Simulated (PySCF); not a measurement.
Species: C4H7NSi.
Atom-mapped SMILES: `[CH:1]#[C:2][CH2:3]/[CH:4]=[N:5]/[SiH3:6]` (hydrogens: H7 on C1; H8, H9 on C3; H10 on C4; H11, H12, H13 on Si6)

Method: PBE0-D3(BJ)/def2-SVP geometry optimisation, gas phase in PySCF; density fitting, grid level 1; the optimiser is geomeTRIC in internal coordinates, started from a GFN2-xTB structure with every atom displaced at random (about 0.01 Å).

Step 0: E = -13610.1114 eV
```
atom  x, y, z in Å  |  force x, y, z in eV/Å
C1     -1.9100    1.5237    0.6955   -1.239   4.725   0.431
C2     -1.6383    0.3914    0.5833    0.923  -4.298  -0.426
C3     -1.2782   -0.9995    0.4527    1.819   0.801   0.707
C4      0.2615   -1.2003    0.3810   -3.254  -1.740  -0.010
N5      1.0406   -0.2667    0.3837    1.437   2.083   0.024
Si6     2.7445   -0.0938    0.3202   -0.378   0.239   0.233
H7     -2.1827    2.5583    0.7857    0.046  -0.006   0.017
H8     -1.6276   -1.5570    1.3123   -0.344  -0.505   0.494
H9     -1.7128   -1.4186   -0.4219   -0.636  -0.735  -1.174
H10     0.5167   -2.2662    0.3296    0.348  -0.571  -0.043
H11     3.0591    0.6029    1.5695    0.383   0.309   0.339
H12     2.9631    0.7056   -0.8721    0.376   0.500  -0.549
H13     3.5034   -1.3305    0.2267    0.520  -0.801  -0.042
```

Step 1: E = -13610.4279 eV
```
atom  x, y, z in Å  |  force x, y, z in eV/Å
C1     -1.9907    1.5541    0.6986   -0.068  -0.390  -0.038
C2     -1.7114    0.3798    0.5889    0.040   0.426   0.051
C3     -1.2810   -0.9988    0.4676   -0.161  -0.311  -0.263
C4      0.2185   -1.1784    0.3778    0.418   0.341   0.048
N5      1.0319   -0.2117    0.3817   -0.475  -0.235   0.023
Si6     2.7617   -0.0943    0.3202    0.207  -0.125  -0.063
H7     -2.2698    2.5845    0.7951   -0.003   0.097   0.005
H8     -1.6516   -1.6007    1.3229    0.060   0.050  -0.099
H9     -1.7386   -1.4745   -0.4354    0.165   0.142   0.313
H10     0.5336   -2.2459    0.3172   -0.021   0.026  -0.015
H11     3.2242    0.6230    1.5438   -0.046  -0.035   0.025
H12     3.1333    0.7320   -0.8683   -0.057  -0.062   0.014
H13     3.4793   -1.4200    0.2361   -0.060   0.077   0.000
```

Q: Estimate the geometry and energy of step 2. (The exact step hangs on the optimiser's Hessian estimate; all steps are aligned on step 1, rigid shifts and turns removed.)

A: E = -13610.4388 eV, largest force 0.584 eV/Å
```
atom  x, y, z in Å  |  force x, y, z in eV/Å
C1     -2.1297    1.5446    0.6956   -0.110  -0.047  -0.011
C2     -1.7646    0.3960    0.5904    0.116   0.084   0.020
C3     -1.2607   -0.9614    0.4712    0.016   0.185  -0.038
C4      0.2436   -1.0902    0.3973    0.322  -0.391  -0.060
N5      1.0797   -0.1511    0.4016   -0.504   0.291   0.044
Si6     2.8133   -0.1415    0.3136    0.128  -0.036  -0.001
H7     -2.4800    2.5561    0.7874    0.029  -0.003  -0.002
H8     -1.6107   -1.5817    1.3175    0.032   0.012   0.004
H9     -1.6828   -1.4534   -0.4278    0.061   0.030   0.047
H10     0.5598   -2.1560    0.3287   -0.038  -0.092  -0.004
H11     3.3280    0.5237    1.5450   -0.005  -0.013   0.006
H12     3.2054    0.6697   -0.8748   -0.011  -0.017  -0.006
H13     3.4380   -1.5056    0.2004   -0.034  -0.004   0.001
```

The energy changes by -0.0109 eV. The first-order estimate −F·Δx gives -0.0367 eV and the mean of the old and new forces, exact on a quadratic surface, -0.0117 eV. The step makes an angle of 85° with the force vector and moves no atom by more than 0.212 Å.

The cost below is that of the whole optimisation. Time: 66 s wall; peak memory 0.51 GiB. Hardware: Arm Neoverse N1, one thread, no GPU, shared host.
